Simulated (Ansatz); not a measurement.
```yaml
crystal:
  periodic: [false, false, false]
  atoms:
    - {symbol: Xx, position_ang: [0.658154, -0.217794, 0.337785]}
    - {symbol: Ti, position_ang: [-0.658154, 0.217794, -0.337785]}
basis:
  gaussian: {orbitals: def2-SVPD, final_grid: {core_spheres: 5, valence_spheres: 4, degree: 11}}
magnetization: {spin_polarized: true, initial_magnetization: 1}
hamiltonian: {xc: {name: B2GP-PLYP}}
output: {forces: true}
```

```sh
$ ansatz run in.yaml --threads 2 --pin off --events-out ev --progress --plain --max-ram 22528MiB --backend cpu
```

Problem. How does Ansatz answer? (An estimate is asked.)

Solution. Computed: The input was rejected before any iteration.
```
Error: YAML parse error: error: line 4 column 16: `Xx` is not an element symbol (H … Og, case-exact)
 --> <input>:4:16
2 |   periodic: [false, false, false]
3 |   atoms:
4 |     - {symbol: Xx, position_ang: [0.658154, -0.217794, 0.337785]}
5 |     - {symbol: Ti, position_ang: [-0.658154, 0.217794, -0.337785]}
6 | basis:
```
